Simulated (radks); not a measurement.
Fractional charge and spin in the 4s shell of bromine: the spin-up occupation runs from 0 to 1 and the spin-down occupation from 0 to 1; the fullest corner is Br3+, [Ar] 3d10 4p(up 1, down 1) 4s(up 1, down 1). Method: scalar-relativistic Kohn-Sham, SCAN, spin-polarised, spherical densities, finite nucleus; meta-GGA in the generalised Kohn-Sham scheme; Fermi nuclear charge, rms radius of each element as measured or else 0.836 A^(1/3) + 0.57 fm; computed with a radial shooting solver on a logarithmic mesh with Libxc functionals. Energy (eV) above the fullest corner. The planes named below are the two flat planes that join the four corners, with an edge along up + down = one added electron.

down \ up        0     0.25     0.5    0.75       1
0          137.236  116.964  97.529  78.897  61.024
0.25       116.964   97.664  79.192  61.511  44.591
0.5         97.529   79.192  61.673  44.941  28.965
0.75        78.897   61.511  44.941  29.160  14.118
1           61.024   44.591  28.965  14.118   0.000

Corners above the fullest one (they belong to Br4+ and the next ion): (up 1, down 0) 61.024 eV, (up 0, down 1) 61.024 eV, (up 0, down 0) 137.24 eV. With half an added electron in each spin the energy lies 0.649 eV from the planes, and with half an added electron in spin up alone -1.601 eV. The planes are only a guide here: the flat-plane condition holds for ground states with one frontier orbital, while this shell lies below other occupied shells, so the corners above the fullest one are inner-hole states and not the ground states of those ions.
